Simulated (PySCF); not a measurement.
**Calculated NMR data**

- shieldings: GIAO PBE0/pcSseg-1
- geometry from GFN2-xTB
- program: PySCF 2.14.0 with density-fitted response routines
- one conformer, relativity neglected, no solvent model, averaged over atoms made equivalent by symmetry, fast rotation or ring inversion

Scale: TMS for 1H and 13C (reference shieldings calculated alike). Where no couplings were computed, multiplicities follow the n + 1 count of equivalent neighbours, and m marks all less simple cases (inequivalent or close neighbours, rings, F or P nearby). Shifts are as computed. Against solution values, carbons near 30 ppm lie about +3 ppm off and those near 130 ppm about +5 ppm. Of 1309 compounds with measured shifts, 239 miss one by over three times the rms of a fit or turn the order of signals round; such compounds aren't used in these exercises. OH and NH positions are gas-phase values without hydrogen bonding to other molecules.

**1.** SMILES C[Si](N)(C#N)C#N, C₃H₅N₃Si. 1H NMR (500 MHz, computed): δ 1.17 (br s, 2H), 0.65 (s, 3H). 13C{1H} NMR (computed): δ 124.1, -0.2.

**2.** SMILES C(#CC)[SiH2]O/C(C#N)=C/C, C₇H₉NOSi. 1H NMR (500 MHz, computed): δ 6.26 (q, 1H), 5.07 (s, 2H), 2.14 (d, 3H), 2.13 (s, 3H). 13C{1H} NMR (computed): δ 135.3, 131.9, 118.3, 116.1, 83.1, 17.4, 6.0.
